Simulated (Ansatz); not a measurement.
`CO[AsH]` radical, relaxed with UKS PBE-D4/def2-SVP in the Gaussian-basis code of Ansatz from a rough embedded geometry. The force threshold is 0.03 eV/Å; the program also tests the step.

The species carries charge 0 and has multiplicity 2.

Start:

```xyz
7

C    -0.162   -0.637   -0.368
O    -0.822    0.543   -0.168
As   -0.094    1.247    1.354
H    -0.301   -1.381    0.489
H     0.892   -0.558   -0.548
H    -0.622   -1.166   -1.308
H     1.109    1.952    0.550
```

(1) How much energy does the relaxation release, and in how many steps? (Best estimate.)

(2) Which bonds change most? (An estimate is asked.)

(3) Give the relaxed structure. (Estimate.)

## Answers

(1) Ansatz gave: 48.26 kJ/mol, in 13 steps, 1 of them rejected.

(2) The calculation gave: C1–H6 from 1.173 to 1.111 Å; C1–O2 from 1.368 to 1.415 Å; As3–H7 from 1.610 to 1.564 Å; C1–H5 from 1.072 to 1.116 Å.

(3) Ansatz gave: 
```xyz
7

C    -0.153   -0.646   -0.413
O    -0.943    0.463   -0.029
As   -0.272    1.783    1.022
H     0.088   -1.307    0.453
H     0.808   -0.338   -0.890
H    -0.736   -1.238   -1.150
H     1.209    1.282    1.005
```
